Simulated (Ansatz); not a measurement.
C2H12AlNOSi, SMILES `[CH3][Al-]([CH3])([OH])[NH2+][SiH3]`. Charge 0, multiplicity 1. The geometry is a stationary point of PBE0-D4/def2-TZVP. It is one conformer, not always the lowest.

```xyz
18

C    -1.315    1.027    1.011
Al    0.424    0.778    0.113
C     1.996    0.447    1.255
O     0.681    1.640   -1.383
N     0.292   -0.971   -0.982
Si   -1.281   -1.799   -1.022
H    -2.166    1.094    0.326
H    -1.300    1.967    1.576
H    -1.537    0.242    1.742
H     2.892    0.190    0.678
H     1.826   -0.360    1.977
H     2.253    1.334    1.845
H     0.689    2.590   -1.466
H     1.057   -1.576   -0.698
H     0.547   -0.553   -1.878
H    -1.583   -2.229    0.360
H    -1.205   -2.986   -1.911
H    -2.270   -0.834   -1.543
```

What is the dipole moment at PBE/def2-TZVPP? (Estimate.)

The calculation gave: 3.02 D, with components (-0.37, -2.54, -1.59) D in this frame, pointing from negative to positive charge.

And with r2SCAN, B3LYP, ωB97M-V? (An estimate is asked.)

The calculation gave: r2SCAN 3.08 D, B3LYP 3.12 D, ωB97M-V 3.11 D.

Give the Mulliken charges with PBE, B3LYP, r2SCAN in def2-TZVPP. (Best estimate.)

Ansatz gave: 
| atom | PBE | B3LYP | r2SCAN |
| --- | --- | --- | --- |
| C1 | -0.49 | -0.50 | -0.45 |
| Al2 | 0.43 | 0.54 | 0.54 |
| C3 | -0.48 | -0.48 | -0.42 |
| O4 | -0.43 | -0.48 | -0.50 |
| N5 | -0.14 | -0.18 | -0.19 |
| Si6 | 0.23 | 0.30 | 0.32 |
| H7 | 0.08 | 0.08 | 0.06 |
| H8 | 0.09 | 0.08 | 0.06 |
| H9 | 0.08 | 0.08 | 0.06 |
| H10 | 0.07 | 0.07 | 0.04 |
| H11 | 0.08 | 0.07 | 0.05 |
| H12 | 0.08 | 0.08 | 0.06 |
| H13 | 0.15 | 0.15 | 0.17 |
| H14 | 0.16 | 0.15 | 0.15 |
| H15 | 0.17 | 0.16 | 0.17 |
| H16 | -0.03 | -0.03 | -0.04 |
| H17 | -0.04 | -0.05 | -0.06 |
| H18 | -0.02 | -0.03 | -0.03 |

B3LYP here is the variant with VWN-RPA as its local correlation; programs differ in this.
